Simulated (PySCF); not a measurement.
Compound: C4H10NOPSi2.
Cartesian coordinates in Å at the GFN2-xTB level; atoms count from 1:
```xyz
19
C4H10NOPSi2 angstrom
O      0.5511   -2.0637   -1.1174
P      0.4483   -0.7721   -0.4348
N     -1.1186   -0.3082   -0.0928
Si    -2.3040   -1.5587   -0.4360
Si    -1.3558    1.3081    0.5145
C      1.3083    0.6267   -1.2196
C      2.2669    1.0608   -0.3999
C      2.3485    0.3749    0.8868
C      1.4526   -0.5952    1.0740
H     -3.5623   -0.9481   -0.0101
H     -1.9888   -2.7381    0.3658
H     -2.3086   -1.8317   -1.8697
H     -1.0864    2.2727   -0.5558
H     -0.4469    1.5366    1.6398
H     -2.7502    1.3403    0.9339
H      1.1114    0.9966   -2.2110
H      2.9592    1.8573   -0.6308
H      3.1004    0.6659    1.6059
H      1.3651   -1.2148    1.9498
```

Computed at PBE0/pcSseg-1 (PySCF, non-relativistic), with Q(17O) = −0.0256 b, Q(14N) = 0.02044 b: O1, 17O (I = 5/2): χzz = -4.733 MHz, η = 0.269; N3, 14N (I = 1): χzz = -3.280 MHz, η = 0.199.

Question: Find the zero-field quadrupole resonance frequencies of 17O at O1.

Answer: From the eigenvalues of H = χ/[4I(2I − 1)] × [3Iz² − I(I + 1) + η(Ix² − Iy²)], steps between neighbouring levels, labelled as for η = 0: ±1/2↔±3/2 0.764 MHz, ±3/2↔±5/2 1.400 MHz (phosphoryl oxygen).

Question: Where would the pure quadrupole (NQR) lines of 14N at N3 fall for the rigid, isolated species?

Answer: From ν± = (3/4)|χ|(1 ± η/3) and ν0 = |χ|η/2: ν+ 2.623 MHz, ν− 2.297 MHz, ν0 0.326 MHz (nitrogen bridging silicon atoms).

In a crystal, neighbours and librations shift these lines. GFN2-xTB bond lengths can be off by several hundredths of an ångström, more for odd bonds, and the gradients follow them. The basis is small and wasn't made for field gradients, so the couplings can be 20 % off.

These values come from a run that also computed NMR shieldings. Rough CPU time on one thread of a shared machine: about 2.1 min.

One conformer stands for the species.
